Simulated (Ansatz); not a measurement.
`[Cl][InH][GeH3]` and `[OH][InH][Cl]` differ in one atom or group.

Ansatz, PBE0-D4/def2-TZVP geometries, multiplicity 1. Each molecule was computed in one conformer, which needn't be the lowest.

Elements past krypton have def2 core potentials. Scalar relativity is left out up to krypton.

```
                             property  `[Cl][InH][GeH3]`
    LUMO energy (PBE/def2-TZVPP) / eV              -2.82
  LUMO energy (B3LYP/def2-TZVPP) / eV              -2.38
  HOMO–LUMO gap (PBE/def2-TZVPP) / eV               3.74
    HOMO energy (PBE/def2-TZVPP) / eV              -6.56
HOMO energy (ωB97M-V/def2-TZVPP) / eV              -9.70
LUMO energy (ωB97M-V/def2-TZVPP) / eV              -0.56
```

(1) Give the same properties after the change, and the shifts. (An estimate is asked.)

## Answers

(1) The calculation gave: 
```
                             property  `[OH][InH][Cl]`  shift
    LUMO energy (PBE/def2-TZVPP) / eV            -2.29   0.53
  LUMO energy (B3LYP/def2-TZVPP) / eV            -1.80   0.58
  HOMO–LUMO gap (PBE/def2-TZVPP) / eV             4.89   1.15
    HOMO energy (PBE/def2-TZVPP) / eV            -7.18  -0.62
HOMO energy (ωB97M-V/def2-TZVPP) / eV           -10.92  -1.22
LUMO energy (ωB97M-V/def2-TZVPP) / eV            -0.02   0.54
```

With PBE0 the HOMO falls by 0.96 eV and the LUMO rises by 0.62 eV, so the gap widens by about 1.58 eV. PBE moves the HOMO by -0.62 eV and ωB97M-V by -1.22 eV. The zero-point energy changes by -25.3 kJ/mol with -6 modes.

B3LYP here is the variant with VWN-RPA as its local correlation; programs differ in this.
